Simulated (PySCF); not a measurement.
Species: C5H5F2NO2.
Numbering: `[N:1]#[C:2][C@:3]1([O:4][CH:5]([F:6])[F:7])[CH2:8][CH2:9][O:10]1`

Cartesian coordinates in Å at the GFN2-xTB level; atoms count from 1:
```xyz
15
C5H5F2NO2 angstrom
N     -0.2212    2.8500   -0.8506
C     -0.1073    1.7533   -0.5559
C      0.0971    0.3544   -0.1945
O     -0.9892   -0.1514    0.5578
C     -2.1484   -0.3157   -0.1309
F     -2.8293   -1.3222    0.4299
F     -2.9399    0.7767   -0.0273
C      1.4399    0.0256    0.4784
C      1.6698   -0.8567   -0.7531
O      0.4100   -0.4530   -1.3171
H     -1.9998   -0.5322   -1.2034
H      1.3138   -0.4968    1.4212
H      2.1120    0.8712    0.5883
H      2.4970   -0.5630   -1.4006
H      1.6911   -1.9320   -0.5698
```

NICS is the negative of the GIAO shielding at a point without a nucleus: at the ring centre (0) and 1 Å above and below it (1); zz is the component along the ring normal. Level: GIAO PBE0/pcSseg-1 (PySCF, non-relativistic, gas phase) on the GFN2-xTB geometry, one conformer.

Ring bond lengths (Å), with Mayer bond orders in brackets: C3–C8 1.538 (1.01), C8–C9 1.532 (1.05), C9–O10 1.438 (0.90), O10–C3 1.418 (0.98).

Give the NICS values of each ring in ppm.

```json
{"ring": "C3–C8–C9–O10", "type": "4-membered ring with O; formal bonds all single", "NICS(0)": "-1.1", "NICS(1), two faces": "0.1 / 0.8", "NICS(1)zz, two faces": "2.7 / 4.3", "rms pucker (Å)": "0.01", "centre to ring atoms, mean (Å)": "1.05"}
```

What do they say, and how far can they be read as aromaticity?

- C3–C8–C9–O10: mean NICS(1)zz 3.5 ppm, deshielded. C3, C8, C9 have four or more neighbours, and the NICS criterion for π rings isn't applied.

At the first NICS(1) probe listed for ring C3–C8–C9–O10, 1 Å off the ring, what do the in-plane components average?

The isotropic value is a third of the trace: (3 × 0.1 − (2.7))/2 = -1.2 ppm.

How shielded are the nuclei of the rings and their hydrogens (means over atoms taken as equivalent)?

| atoms | environment | σ isotropic (ppm) | principal values of the symmetric part, first atom (ppm) |
| --- | --- | --- | --- |
| C3 | sp3 carbon bearing two oxygens | 90.4 | 66.7, 96.7, 107.6 |
| C8 | four-membered-ring carbon | 149.4 | 129.7, 137.0, 181.4 |
| C9 | sp3 carbon bound to oxygen | 118.6 | 88.7, 96.5, 170.5 |
| O10 | cyclic ether oxygen | 237.9 | 146.5, 239.2, 327.9 |
| H12 | methylene hydrogen | 28.61 | 25.8, 27.2, 32.9 |
| H13 | methylene hydrogen | 28.55 | 26.2, 26.9, 32.6 |
| H14 | methylene hydrogen | 26.83 | 24.4, 24.5, 31.6 |
| H15 | methylene hydrogen | 26.86 | 24.1, 24.4, 32.1 |

The run took 23 s on one thread of an Intel Xeon 6975P-C, shared host with 192 logical CPUs at a one-minute load of 40, and the process peaked at 0.85 GiB of memory. This is the whole shielding run at PBE0/pcSseg-1, SCF included.
